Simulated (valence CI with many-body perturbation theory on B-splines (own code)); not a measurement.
# E1 line list for Eu50+

Calculated by configuration interaction combined with many-body perturbation theory (CI+MBPT): three valence electrons over a frozen Dirac-Fock core [Ne], radial functions for each j: 11 s, 11 p, 9 d, 7 f, 5 g, 2 h, 1 i, with the one-electron correlation potential Σ1 (screened to all orders), the two-electron term Σ2, the three-electron term Σ3, Breit, model QED; selected single and double excitations, second order for the rest (own B-spline code, finite nucleus).

No measured spectrum was set against this ion. As an estimate, large intervals hold to a few tenths of a per cent, small ones and those within an open d or f shell to about a per cent.

Lines 151 to 200 of 271 in falling wavelength, among levels below 888.38 eV, chosen from the strongest by gf and those to the six lowest levels. Wavelengths and rates use the calculated energies. Electric multipoles are in the length gauge, E1 and E2 with the static RPA response of the core. Weak lines are less certain than strong ones. Lines between different terms over intervals too small for the method are left out, as are lines whose strength nearly cancels. The highest levels of a list are the least certain.

Levels are named by their leading jj configuration (3d3/2^4 stands for four electrons in 3d with j = 3/2), which in mixed levels can hold well under half, so a name can repeat and another be missing. Letters in brackets count levels of one name in rising energy.

| λ vac (nm) | Upper | Lower | A (s⁻¹) | S (a.u.) |
| --- | --- | --- | --- | --- |
| 3.829 | (3s 3p3/2 3d5/2) J=3/2 [b] | (3s^2 3d5/2) J=5/2 | 7.12e+11 | 7.89e-02 |
| 3.818 | (3s 3p3/2 3d3/2) J=3/2 [a] | (3s 3p1/2 3p3/2) J=3/2 [b] | 6.29e+09 | 6.91e-04 |
| 3.818 | (3p1/2 3p3/2 3d5/2) J=7/2 [b] | (3s 3p1/2 3d5/2) J=5/2 [a] | 3.60e+10 | 7.91e-03 |
| 3.815 | (3s 3p3/2 3d5/2) J=3/2 [a] | (3s^2 3d3/2) J=3/2 | 8.69e+10 | 9.53e-03 |
| 3.804 | (3s 3p3/2 3d3/2) J=1/2 [a] | (3s 3p1/2 3p3/2) J=3/2 [b] | 4.16e+10 | 2.26e-03 |
| 3.803 | (3s 3p3/2 3d5/2) J=5/2 [b] | (3s^2 3d5/2) J=5/2 | 5.87e+11 | 9.57e-02 |
| 3.800 | (3s 3p3/2 3d3/2) J=5/2 [a] | (3s 3p1/2 3p3/2) J=3/2 [b] | 5.17e+10 | 8.41e-03 |
| 3.791 | (3p1/2 3p3/2^2) J=5/2 | (3s 3p1/2 3p3/2) J=3/2 [a] | 1.78e+10 | 2.87e-03 |
| 3.784 | (3p1/2 3p3/2 3d3/2) J=3/2 [a] | (3p1/2^2 3p3/2) J=3/2 | 1.41e+11 | 1.51e-02 |
| 3.776 | (3p1/2 3p3/2 3d5/2) J=5/2 [b] | (3s 3p1/2 3d5/2) J=5/2 [a] | 2.17e+11 | 3.45e-02 |
| 3.769 | (3p1/2 3p3/2 3d3/2) J=5/2 [b] | (3s 3p1/2 3d3/2) J=5/2 | 8.77e+10 | 1.39e-02 |
| 3.745 | (3p1/2 3p3/2^2) J=3/2 | (3s 3p1/2 3p3/2) J=3/2 [a] | 3.78e+11 | 3.92e-02 |
| 3.713 | (3s 3d3/2 3d5/2) J=7/2 [a] | (3s 3p1/2 3d5/2) J=5/2 [b] | 6.47e+10 | 1.31e-02 |
| 3.710 | (3s 3d3/2^2) J=3/2 | (3s 3p1/2 3d3/2) J=1/2 | 5.01e+11 | 5.05e-02 |
| 3.666 | (3p1/2 3p3/2 3d5/2) J=3/2 [b] | (3s 3p1/2 3d5/2) J=5/2 [a] | 1.05e+11 | 1.02e-02 |
| 3.658 | (3p3/2^3) J=3/2 | (3s 3p3/2^2) J=5/2 | 2.40e+11 | 2.32e-02 |
| 3.653 | (3p1/2 3p3/2 3d3/2) J=5/2 [b] | (3s 3p1/2 3d3/2) J=3/2 [a] | 1.68e+11 | 2.43e-02 |
| 3.639 | (3s 3d3/2^2) J=5/2 | (3s 3p1/2 3d3/2) J=3/2 [b] | 6.93e+11 | 9.89e-02 |
| 3.629 | (3s 3p3/2 3d3/2) J=3/2 [b] | (3s 3p1/2 3p3/2) J=1/2 | 3.15e+11 | 2.97e-02 |
| 3.615 | (3s 3p3/2 3d3/2) J=3/2 [a] | (3s 3p1/2 3p3/2) J=5/2 | 9.27e+10 | 8.65e-03 |
| 3.615 | (3s 3d3/2 3d5/2) J=7/2 [a] | (3s 3p1/2 3d5/2) J=7/2 | 4.37e+11 | 8.14e-02 |
| 3.615 | (3p1/2 3p3/2^2) J=1/2 | (3s 3p1/2 3p3/2) J=3/2 [a] | 4.74e+10 | 2.21e-03 |
| 3.599 | (3s 3p3/2 3d3/2) J=5/2 [a] | (3s 3p1/2 3p3/2) J=5/2 | 5.58e+11 | 7.70e-02 |
| 3.566 | (3s 3p3/2 3d3/2) J=7/2 | (3s 3p1/2 3p3/2) J=5/2 | 5.07e+11 | 9.08e-02 |
| 3.559 | (3s 3d3/2 3d5/2) J=5/2 [a] | (3s 3p1/2 3d5/2) J=7/2 | 1.20e+11 | 1.60e-02 |
| 3.543 | (3s 3p3/2 3d3/2) J=3/2 [b] | (3s 3p1/2 3p3/2) J=3/2 [b] | 4.52e+11 | 3.96e-02 |
| 3.537 | (3s 3d3/2 3d5/2) J=5/2 [b] | (3s 3p1/2 3d5/2) J=3/2 | 2.80e+11 | 3.67e-02 |
| 3.520 | (3p1/2 3p3/2 3d3/2) J=3/2 [b] | (3p1/2^2 3p3/2) J=3/2 | 8.21e+11 | 7.07e-02 |
| 3.518 | (3s 3d3/2 3d5/2) J=3/2 [b] | (3s 3p1/2 3d5/2) J=3/2 | 4.77e+11 | 4.10e-02 |
| 3.515 | (3s 3d3/2 3d5/2) J=7/2 [a] | (3s 3p1/2 3d5/2) J=5/2 [a] | 1.71e+11 | 2.94e-02 |
| 3.510 | (3p1/2 3p3/2 3d3/2) J=5/2 [b] | (3p1/2^2 3p3/2) J=3/2 | 2.89e+11 | 3.70e-02 |
| 3.505 | (3s 3p1/2 3d3/2) J=1/2 | (3s 3p1/2^2) J=1/2 | 7.49e+11 | 3.18e-02 |
| 3.495 | (3s 3d3/2 3d5/2) J=7/2 [b] | (3s 3p1/2 3d5/2) J=5/2 [b] | 3.79e+11 | 6.39e-02 |
| 3.493 | (3s 3d3/2 3d5/2) J=5/2 [b] | (3s 3p1/2 3d5/2) J=5/2 [b] | 4.42e+11 | 5.58e-02 |
| 3.488 | (3s 3d3/2 3d5/2) J=9/2 | (3s 3p1/2 3d5/2) J=7/2 | 4.88e+11 | 1.02e-01 |
| 3.480 | (3s 3d3/2^2) J=1/2 | (3s 3p1/2 3d3/2) J=3/2 [b] | 8.99e+11 | 3.74e-02 |
| 3.479 | (3p1/2 3p3/2 3d3/2) J=1/2 [b] | (3p1/2^2 3p3/2) J=3/2 | 5.09e+11 | 2.12e-02 |
| 3.475 | (3s 3d3/2 3d5/2) J=3/2 [b] | (3s 3p1/2 3d5/2) J=5/2 [b] | 1.67e+11 | 1.38e-02 |
| 3.472 | (3s 3p1/2 3d3/2) J=3/2 [b] | (3s 3p1/2^2) J=1/2 | 8.95e+11 | 7.40e-02 |
| 3.471 | (3s 3p3/2 3d3/2) J=3/2 [a] | (3s 3p1/2 3p3/2) J=3/2 [a] | 5.47e+11 | 4.52e-02 |
| 3.462 | (3s 3d3/2 3d5/2) J=5/2 [a] | (3s 3p1/2 3d5/2) J=5/2 [a] | 4.27e+11 | 5.25e-02 |
| 3.459 | (3s 3p3/2 3d3/2) J=1/2 [a] | (3s 3p1/2 3p3/2) J=3/2 [a] | 5.05e+11 | 2.06e-02 |
| 3.456 | (3s 3p3/2 3d3/2) J=5/2 [a] | (3s 3p1/2 3p3/2) J=3/2 [a] | 2.33e+11 | 2.84e-02 |
| 3.451 | (3s 3p3/2 3d3/2) J=1/2 [b] | (3s 3p1/2 3p3/2) J=1/2 | 6.29e+11 | 2.55e-02 |
| 3.449 | (3s^2 3d3/2) J=3/2 | (3s^2 3p1/2) J=1/2 | 1.09e+12 | 8.79e-02 |
| 3.448 | (3s 3d3/2^2) J=1/2 | (3s 3p1/2 3d3/2) J=1/2 | 5.30e+11 | 2.15e-02 |
| 3.434 | (3s 3d3/2 3d5/2) J=1/2 | (3s 3p1/2 3d5/2) J=3/2 | 8.99e+11 | 3.60e-02 |
| 3.426 | (3s 3d3/2 3d5/2) J=3/2 [a] | (3s 3p1/2 3d5/2) J=5/2 [a] | 5.18e+11 | 4.11e-02 |
| 3.408 | (3s 3p3/2 3d3/2) J=5/2 [b] | (3s 3p1/2 3p3/2) J=3/2 [b] | 1.70e+11 | 1.99e-02 |
| 3.395 | (3s 3d3/2^2) J=5/2 | (3s 3p1/2 3d3/2) J=5/2 | 5.56e+11 | 6.44e-02 |
